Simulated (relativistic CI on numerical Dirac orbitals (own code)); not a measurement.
## Mn4+ (3d3) in a crystal field

Calculated by Dirac-Coulomb-Breit CI, separate exchange-only KLI orbitals for each configuration, model QED (radiative potential, 1s self-energy scaled to tabulated hydrogen-like ionisation energies), valence Slater integrals scaled by 0.85, one configuration in a parametric crystal field (own radial code).

Field parameters in Wybourne normalisation: Oh B⁴₀ = 21Dq, B⁴₄ = √(5/14) B⁴₀. The field is a parameter set, without covalency.

S is read from ⟨S²⟩ = S(S + 1).

Powder χT (cm³ K mol⁻¹) by Van Vleck's formula, with temperature-independent terms:

| Field | 2 K | 5 K | 10 K | 20 K | 50 K | 100 K | 200 K | 300 K |
| --- | --- | --- | --- | --- | --- | --- | --- | --- |
| Oh, 10Dq = 5000 cm⁻¹ | 1.51 | 1.51 | 1.51 | 1.51 | 1.53 | 1.55 | 1.59 | 1.63 |
| Oh, 10Dq = 17000 cm⁻¹ | 1.77 | 1.77 | 1.77 | 1.77 | 1.77 | 1.78 | 1.79 | 1.8 |
| Oh, 10Dq = 21000 cm⁻¹ | 1.79 | 1.79 | 1.79 | 1.79 | 1.79 | 1.8 | 1.81 | 1.82 |
| Oh, 10Dq = 25000 cm⁻¹ | 1.8 | 1.8 | 1.8 | 1.8 | 1.81 | 1.81 | 1.82 | 1.83 |
| Oh, 10Dq = 29000 cm⁻¹ | 1.81 | 1.81 | 1.81 | 1.81 | 1.82 | 1.82 | 1.83 | 1.83 |
| Oh, 10Dq = 33000 cm⁻¹ | 1.82 | 1.82 | 1.82 | 1.82 | 1.82 | 1.83 | 1.83 | 1.84 |
| Oh, 10Dq = 37000 cm⁻¹ | 1.83 | 1.83 | 1.83 | 1.83 | 1.83 | 1.83 | 1.84 | 1.84 |
| Oh, 10Dq = 41000 cm⁻¹ | 1.83 | 1.83 | 1.83 | 1.83 | 1.83 | 1.84 | 1.84 | 1.85 |

Problem. For Oh, 10Dq = 5000 cm⁻¹: what effective moment follows at 300 K?

Solution. μ_eff = √(8χT) = 3.61 μB. The ground level has S = 1.50; the spin-only moment for S = 3/2 is 3.88 μB. The difference comes from the orbital moment, spin-orbit mixing of terms and temperature-independent paramagnetism, all larger in this ionic model than in covalent complexes.
